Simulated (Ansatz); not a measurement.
BeF₂, triplet, geometry from GFN2-xTB (such geometries of metal compounds can be far from the true shape) (a higher spin typed on purpose: for a closed-shell molecule this is an excited state); B3LYP/def2-SV(P) in Ansatz (a program for electronic structure).

Input for Ansatz:
Ansatz 0.2 input:
```yaml
crystal:
  periodic: [false, false, false]
  atoms:
    - {symbol: Be, position_ang: [-0.33931682, 0.41164761, -0.78551009]}
    - {symbol: F, position_ang: [1.03583286, -0.10883487, -0.24941508]}
    - {symbol: F, position_ang: [-0.88502539, -0.07411962, 0.59853068]}
basis:
  gaussian:
    orbitals: def2-SV_P_.json
hamiltonian:
  xc: b3lyp
magnetization: {spin_polarized: true, initial_magnetization: 2}
```
The basis file holds def2-SV(P) in the JSON format of the Basis Set Exchange.

Task: What does Ansatz print? Leave out banner, timings and long lists.

Result: 
```
Functional definition: B3LYP
387 factors; integrals over basis functions are off by at most 3.2e-4 eV
mean field evaluation 1: about -5827.2900 eV, gradient 1.5e1 eV
mean field evaluation 2: about -5827.0132 eV, gradient 1.9e1 eV
mean field evaluation 4: about -5828.0655 eV, gradient 5.0e-1 eV
mean field evaluation 8: about -5828.1566 eV, gradient 1.8e-2 eV
mean field evaluation 16: about -5828.1566 eV, gradient 8.0e-5 eV
mean field -5828.15662728 eV, -214.1808055860 hartree, gradient 4.5e-5 eV, S^2 2.003913; 1 other end points of the search recorded, 0 dependent functions left out
reference -5828.15683077 eV, -214.1808130640 hartree; 12, 10 occupied and 25, 27 virtual orbitals, 387 factors
Total energy: -5828.15683077 eV, -214.1808130640 hartree
```
